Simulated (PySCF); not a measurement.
Calculation: r2SCAN-D4/def2-TZVP // r2SCAN-D4/def2-SVP run with PySCF. All species are isolated molecules in the gas phase. One relaxed conformer stands for a flexible species; it need not be the lowest. Excitations are Tamm–Dancoff values on a coarser integration grid. The basis has no diffuse functions, so Rydberg states are missing or too high.

Reference species (SMILES): `C[CH2][In]([Br])[Br]` (C–C–In–Br torsion 175°) (neutral, multiplicity 1).

* **LUMO**: -2.54 eV
* **S1 oscillator strength**: 0.020
* **T1 excitation (TDA)**: 4.02 eV
* **S1–T1 gap (TDA)**: 0.73 eV

Changed species: `[Br][In]([Br])[Br]` (0 of 3 Br replaced by C2H5; the reference has 1 of 3 Br replaced by C2H5).

Question: Give the shifts of the LUMO, S1 oscillator strength, T1 excitation (TDA) and S1–T1 gap (TDA).

Answer: the LUMO falls by 1.29 eV, to -3.83 eV; the S1 oscillator strength drops by 0.020, to 0.000; the T1 excitation (TDA) drops by 0.27 eV, to 3.75 eV; the S1–T1 gap (TDA) decreases by 0.41 eV, to 0.32 eV.
